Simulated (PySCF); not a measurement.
Species: C4H10OSi.
Z-matrix (Å and degrees, PBE0-D3(BJ)/def2-SVP geometry), rows numbered from 1:
```
O 
Si  1  1.6730
C   2  1.8952  1  115.59
C   3  1.5367  2  103.87  1  -106.98
C   4  1.5335  3  108.56  2   -36.78
C   5  1.5368  4  108.74  3    49.61
H   1  0.9610  2  116.67  3    56.99
H   2  1.4898  1  103.45  3   125.20
H   3  1.1010  2  114.04  1    16.79
H   3  1.1044  2  108.69  1   135.54
H   4  1.1025  3  112.42  2  -160.42
H   4  1.1053  3  109.51  2    81.87
H   5  1.1024  4  111.39  3   173.82
H   5  1.1047  4  108.74  3   -69.47
H   6  1.1005  2  114.35  1  -102.62
H   6  1.1051  2  108.56  1    16.06
```

A calculation gives these core lines: C 1s: 289.88 (area 2), 290.54 (area 2) eV; O 1s: 538.23 eV; Si 1s: 1846.56 eV; Si 2p3/2: 106.68 eV.

The calculation used delta-SCF UKS SCAN, pcX-2 on the ionised atom, pcseg-1 elsewhere, spin-free X2C (PySCF 2.14.0). Isolated species at its PBE0-D3(BJ)/def2-SVP geometry (one conformer only).

(1) Order the carbon atoms by C 1s binding energy.

Answers

(1) 289.88 eV: C3/C6 (sp3 carbon bound to silicon); 290.54 eV: C4/C5 (ring CH2 carbon). The listed C 1s values span 0.66 eV, from C3/C6 (bonded to C, 2 H and Si) to C4/C5 (bonded to 2 C and 2 H). Summing the Pauling electronegativity differences to the bonded atoms, each weighted by its formal bond order, gives -1.35 for the lowest site and -0.70 for the highest.

Bonded neighbours of each site: O1: H and Si; Si2: O, 2 C and H; C3/C6: C, 2 H and Si; C4/C5: 2 C and 2 H.

**Question.** What is the longest wavelength that can ionise Si 1s of Si2 vertically?

**Answer.** λ = hc/E = 12398.42 eV Å / 1846.56 eV = 6.714 Å.

Topologically equivalent atoms share the value of their first member; where this conformer doesn't relate them by symmetry, their own values could differ. Spin–orbit coupling isn't in the SCF: each 2p doublet comes from a relaxed spin-free hole plus a matrix of the shell (mean-field spin–orbit coupling and the ground-state 2p splitting), with 2p3/2 averaged over its two sublevels. 2p1/2 minus 2p3/2 (ligand field included): Si 0.62 eV.

On one thread, Arm Neoverse V1 (aarch64), shared host, this took 48 s wall and 0.70 GiB of memory at its peak.
